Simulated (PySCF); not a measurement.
C₂H₇GaO.

```xyz
11

Ga    -0.3412     0.2740     0.3030
H     -1.8391    -0.1483     0.5346
C      0.6878     1.8042     0.9803
H      0.7029     1.8043     2.0819
H      0.2309     2.7523     0.6541
H      1.7212     1.7579     0.6074
O      0.6019    -0.8233    -0.7632
C      0.1321    -1.9869    -1.3874
H      0.2334    -1.9064    -2.4864
H      0.7243    -2.8654    -1.0680
H     -0.9326    -2.2070    -1.1678
```

Geometry optimised at B3LYP-D3(BJ)/def2-SVP. One conformer was computed; it need not be the lowest.

These are HF/pcSseg-1 (PySCF) values and carry that method's errors. Non-relativistic, no solvent.

Computed absolute GIAO shielding of each atom: isotropic value and principal components (ppm):
```csv
atom,σ(iso),σ11,σ22,σ33,span
Ga1,1489.4,1332.5,1372.0,1763.8,431.3
H2,26.9,21.5,21.7,37.5,16.0
C3,199.3,190.9,203.1,203.8,12.9
H4,31.8,27.0,28.2,40.2,13.2
H5,31.8,27.0,28.2,40.2,13.2
H6,31.5,25.7,29.1,39.6,13.9
O7,288.3,144.0,329.1,391.9,247.9
C8,138.1,113.6,114.1,186.6,72.9
H9,28.0,23.6,25.4,34.9,11.3
H10,28.0,23.6,25.4,34.9,11.3
H11,28.2,23.9,26.6,34.1,10.2
```
